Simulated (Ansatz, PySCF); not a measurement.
System: InI, net charge 0, singlet state. 
Geometry from a B3LYP-D3(BJ)/def2-TZVP (Ansatz, a quantum-chemistry and plane-wave program) optimisation:
```xyz
2

In     0.0000     0.0000    -1.4569
I      0.0000     0.0000     1.3470
```
Charge 0, spin multiplicity 1.

Total electronic energies in hartree. Valence correlation only, unless marked. No spin-orbit coupling. Frozen are the shells of the preceding noble gas and the d and f shells that filled before the atom's block. Past Kr the def2 sets carry scalar-relativistic core potentials. CBS marks a two-point X^-3 extrapolation of the correlation energy; Hartree-Fock from the larger set. The bracket is a focal-point correction in the basis named.

| level | program | energy (Eh) |
|---|---|---|
| HF/def2-TZVPP | Ansatz | -485.96501 |
| HF/def2-TZVPPD | Ansatz | -485.96523 |
| RI-HF/def2-QZVPP | Ansatz | -485.96669 |
| TPSS-D4/def2-TZVPD | PySCF + dftd4 | -487.74192 |
| B97M-V/def2-TZVPD | Ansatz | -487.91209 |
| BHLYP-D3(BJ)/def2-TZVPD | Ansatz + dftd3 | -487.81016 |
| MN15-D3(BJ)/def2-TZVPD | PySCF + dftd3 | -486.80269 |
| RI-MP2/CBS(def2-TZVPP,def2-QZVPP)+[CCSD(T)-MP2]/def2-QZVPP | Ansatz | -486.2171 |
| CCSD(T)/CBS(def2-TZVPPD,def2-QZVPPD) | Ansatz | -486.2172 |

Totals of different functionals don't rank their quality; only differences between species are comparable.
